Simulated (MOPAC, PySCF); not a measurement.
C$_{8}$H$_{6}$O$_{2}$, SMILES `O=Cc1ccc(C=O)cc1` (O–C–C–C torsion 0°, C–C–C–O torsion 180°), neutral singlet in the gas phase. 

Cartesian coordinates (Å):
SMILES: O=Cc1ccc(C=O)cc1
```xyz
16

O     -3.2970    -0.6602    -1.5469
C     -2.8134    -0.0490    -0.6236
C     -1.3622    -0.0237    -0.3024
C     -0.4584    -0.7439    -1.0998
C      0.8990    -0.7186    -0.7966
C      1.3622     0.0240     0.3021
C      2.8133     0.0484     0.6240
O      3.2968     0.6597     1.5474
C      0.4585     0.7445     1.0993
C     -0.8989     0.7192     0.7961
H     -3.4532     0.5563     0.0698
H     -0.8496    -1.3113    -1.9465
H      1.6137    -1.2752    -1.4096
H      3.4530    -0.5579    -0.0684
H      0.8498     1.3119     1.9460
H     -1.6137     1.2757     1.4091
```
Charge 0, spin multiplicity 1.

All levels are single points at this geometry (B3LYP-D3(BJ)/def2-SVP); Pople sets use spherical d functions. Orbital energies aren't observables, and empty levels follow the basis.

```
level                           HOMO (eV)  LUMO (eV)  gap (eV)  dipole (D)  vertical IE, Delta-SCF (eV)
------------------------------  ---------  ---------  --------  ----------  ---------------------------
B3LYP-D3(BJ)/def2-SVP in PySCF      -7.44      -2.84      4.60        0.00                            –
B3LYP/3-21G in PySCF                -7.17      -2.52      4.65        0.00                            –
B3LYP/6-311+G** in PySCF            -7.69      -3.11      4.58        0.00                            –
B3LYP/6-31G* in PySCF               -7.28      -2.64      4.65        0.00                            –
BP86/6-31G* in PySCF                -6.00      -3.44      2.56        0.00                            –
M06-2X/6-31G* in PySCF              -8.91      -1.66      7.25        0.00                            –
SVWN5/6-31G* in PySCF               -6.01      -3.58      2.43        0.00                            –
HF/3-21G in PySCF                   -9.92       1.11     11.03        0.00                            –
HF/6-31G* in PySCF                  -9.78       1.05     10.83        0.00                            –
HF/STO-3G in PySCF                  -7.65       4.69     12.33        0.00                            –
AM1 in MOPAC                       -10.28      -1.04      9.24        0.00                            –
PM3 in MOPAC                       -10.28      -1.14      9.13        0.00                            –
PM7 in MOPAC                       -10.46      -1.43      9.03        0.00                            –
```
